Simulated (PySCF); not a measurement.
# A small calculation by hand: entropy of an ideal gas

CH4AlCl2N, SMILES C[NH][Al]([Cl])[Cl].

The structure is a stationary point at B3LYP-D3(BJ)/def2-SVP. The structure was generated by enumeration; whether it is a known compound was not checked. The values are those of a single conformer.

PySCF with B3LYP-D3(BJ)/def2-SVP gives the harmonic wavenumbers 106, 109, 147, 160, 222, 300, 428, 534, 621, 779, 1080, 1139, 1149, 1384, 1453, 1471, 1495, 2991, 3047, 3110, 3573 cm⁻¹ and the rotational temperatures 0.1214, 0.0817, 0.0492 K. The molar mass is 127.93 g/mol, the symmetry number 1, the spin multiplicity 1.

### Question
Work out the entropy at 298.15 K and 1 atm in the rigid-rotor, harmonic-oscillator model.

### Answer

Translation (Sackur–Tetrode at 1 atm): S = R[1.5 ln M + 2.5 ln T − 1.16487] = 169.3 J/(mol K).
Rotation: q = (√π/σ) T^1.5/√(θA θB θC) = 413000, S = R[ln q + 3/2] = 120.0 J/(mol K).
Vibration: with u = 1.4388 ν/T, each mode gives R[u/(e^u − 1) − ln(1 − e^−u)]:
```
ν (cm⁻¹)  modes     u  S (J/(mol K))
--------  -----  ----  -------------
106           1  0.51          13.98
109           1  0.53          13.75
147           1  0.71          11.34
160           1  0.77          10.67
222           1  1.07           8.13
300           1  1.45           5.93
428           1  2.07           3.62
534           1  2.58           2.42
621           1  3.00           1.74
779           1  3.76           0.94
1080          1  5.21           0.28
1139          1  5.50           0.22
1149          1  5.54           0.21
1384          1  6.68           0.08
1453          1  7.01           0.06
1471          1  7.10           0.06
1495          1  7.21           0.05
```
The stiffer modes add less than 0.005 each. Sum 73.5 J/(mol K).
Spin: R ln 1 = 0.0 J/(mol K).
Total 362.7 J/(mol K); the program's own thermochemistry gives 362.7. Translation makes up 47 % and vibration 20 %. Anharmonicity, hindered rotation and orbital degeneracy are left out.
